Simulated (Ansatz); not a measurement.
A nudged elastic band was laid between two geometries of C2H6OSSi (11 atoms, charge 0, multiplicity 1).

Level of theory: RKS PBE0-D4/STO-3G in Ansatz 0.2.0.

```json
{
 "movable images": "2",
 "climbing image": "no",
 "spring": "5.0 eV/Å²",
 "optimiser": "quadratic models (default)",
 "start path": "IDPP",
 "force threshold": "0.05 eV/Å",
 "iteration limit": "60",
 "end points": "relaxed"
}
```

Initial state:

```xyz
11
Properties=species:S:1:pos:R:3
C 0.430 0.240 1.906
C 0.401 0.326 0.565
O 1.007 1.396 -0.102
Si -0.431 -0.943 -0.554
S -0.149 -0.013 -2.455
H -0.041 -0.590 2.432
H 0.925 0.993 2.521
H 0.797 1.173 -1.100
H -1.833 -1.135 -0.257
H 0.249 -2.218 -0.555
H -1.289 0.715 -2.380
```

Final state:

```xyz
11
Properties=species:S:1:pos:R:3
C -0.115 0.716 1.477
C 0.501 0.189 0.407
O 1.795 0.560 0.000
Si -0.282 -1.104 -0.705
S -0.709 -0.356 -2.640
H -1.119 0.408 1.768
H 0.363 1.471 2.108
H 2.072 1.258 0.690
H -1.479 -1.553 -0.029
H 0.626 -2.215 -0.869
H -1.588 0.570 -2.188
```

(1) What changes between the two ends?

(2) Give the energies along the band, and the barrier.

(3) What is the geometry of the highest image?

The band took 9 iterations and roughly 27 core-seconds.

Results:

(1) No bond is made or broken. The dihedral C1–C2–O3–H8 goes from -179 to 0°.

(2) The run converged. The highest image is number 1 of 0 to 3, 20.4 kJ/mol above the first end and 12.4 kJ/mol above the last; the last end lies 8.0 kJ/mol above the first. The dihedral C1–C2–O3–H8 jumps by 148° between images 1 and 2, so the path isn't resolved there. No image climbed, so the highest image needn't sit at the top of the path. A band with more images between the same ends climbed to 0.52 eV, so this one has probably stepped over the top. So few images can step over the top or miss a turn of the path. Limits of this set-up: minimal basis.

| image | path coordinate (Å) | energy (kJ/mol) | dihedral C1–C2–O3–H8 (°) |
| --- | --- | --- | --- |
| 0 | 0.00 | 0.0 | -179 |
| 1 | 1.37 | 20.4 | -160 |
| 2 | 2.73 | 19.8 | -12 |
| 3 | 4.10 | 8.0 | 0 |

(3) 
```xyz
11
Properties=species:S:1:pos:R:3
C 0.091 0.477 1.798
C 0.451 0.323 0.514
O 1.472 1.179 0.041
Si -0.291 -1.017 -0.583
S -0.475 -0.266 -2.556
H -0.652 -0.164 2.269
H 0.549 1.253 2.415
H 1.370 1.170 -0.968
H -1.556 -1.430 -0.014
H 0.592 -2.160 -0.655
H -1.486 0.577 -2.240
```

Run time: 27 s on 1 thread of Intel(R) Xeon(R) 6975P-C (Granite Rapids), on a shared host, peak memory 0.12 GiB.
